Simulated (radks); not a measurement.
Values are calculated unless marked as measured or tabulated.
Problem. Excited configurations of the cadmium ion Cd41+: one electron is placed in a higher orbital outside [He] 2s2 2p2. The ground configuration is [He] 2s2 2p3. Code: a radial shooting solver on a logarithmic mesh with Libxc functionals. Model: scalar-relativistic Kohn-Sham, LDA (Slater exchange, Perdew-Wang correlation), spin-polarised, spherical densities, finite nucleus; open shells are filled with parallel spins first (spin-orbit coupling, left out, can overturn this in heavy ions); Fermi nuclear charge, rms radius 4.6087 fm. Excitation = E - E(ground); binding = E(ion) - E, where the ion is the core of charge +42; n* = 42/sqrt(2 binding) in atomic units. These energies are relativistic, and a one-electron ion of charge +42 with no core already has n* below n in this formula (scalar-relativistic equation, point nucleus: 3p 2.980, 3d 2.993, 4p 3.977, 4d 3.990, 4f 3.995, 5s 4.959, 5p 4.976, 5f 4.994, 6s 5.958, 6f 5.992, 7s 6.957). The quantum defect is therefore taken as that value minus n*, so that it holds no relativistic shift of the bare ion.

outer orbital  excitation (eV)  binding (eV)     n*  quantum defect  eigenvalue (eV)  <r> (bohr)
3d                      3825.7        2729.8  2.965           0.028          -2686.7      0.2420
4p                      4987.4        1568.1  3.912           0.065          -1550.9      0.5235
4d                      5024.0        1531.5  3.959           0.031          -1512.7      0.4885
4f                      5048.4        1507.1  3.991           0.005          -1485.6      0.4245
5s                      5539.7        1015.9  4.861           0.098          -1005.7      0.8443
5p                      5559.7        995.82  4.909           0.066          -985.52      0.8377
5f                      5589.0        966.48  4.983           0.010          -954.63      0.7434
6s                      5856.1        699.40  5.858           0.100          -692.57       1.226
6f                      5884.0        671.53  5.978           0.014          -663.97       1.134
7s                      6044.8        510.69  6.855           0.102          -505.79       1.680

Estimate the row for 3p.

Solution. excitation (eV) 3732.2; binding (eV) 2823.3; n* 2.916; quantum defect 0.065; eigenvalue (eV) -2788.4; <r> (bohr) 0.2805. The Delta-SCF ionisation energy is 6555.5 eV (NIST Atomic Spectra Database: 6460 eV, semi-empirical). Self-interaction in the functional shifts the binding energies and quantum defects, so they are the method's values and not measured ones. Open shells are spherical and high-spin; term and fine-structure splittings are not resolved.
